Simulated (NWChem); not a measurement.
Molecule: CH₅NSTi; SMILES [CH3][Ti]([NH2])=[S]

```xyz
9

Ti     0.0422    -0.2337     0.1768
S      0.0062     1.8086    -0.0724
N      1.6003    -1.0107    -0.4803
H      2.4256    -0.5204    -0.8171
H      1.6417    -1.9862    -0.7772
C     -1.7277    -1.1320    -0.4346
H     -1.7045    -2.2245    -0.2605
H     -1.8518    -0.9563    -1.5179
H     -2.6105    -0.7024     0.0693
```
Atoms are numbered in this order, from 1.

Computed with NWChem. Pople sets run with spherical d functions. The geometry was optimised at PBE0/def2-SVP. No frequency run checked for a minimum. GIAO values for the isolated, static molecule; σ is the absolute isotropic shielding, δ = σ(reference) − σ with the isolated reference molecule computed at the same levels (13C: tetramethylsilane, 1H: tetramethylsilane, 15N: ammonia).

```
level               σ Ti1 (ppm)  σ S2 (ppm)  δ N3 (ppm)  δ H4 (ppm)  δ H5 (ppm)  δ C6 (ppm)  δ H7 (rotor mean) (ppm)
------------------  -----------  ----------  ----------  ----------  ----------  ----------  -----------------------
B3LYP/6-31G*            -1407.0      -929.4       215.9        8.91        6.72        49.6                     1.91
PBE0/pcSseg-1           -1592.4     -1102.9       244.1        9.82        7.72        54.2                     2.23
BHandHLYP/pcSseg-1      -1655.4     -1464.3       241.4       10.03        7.18        53.6                     2.16
```
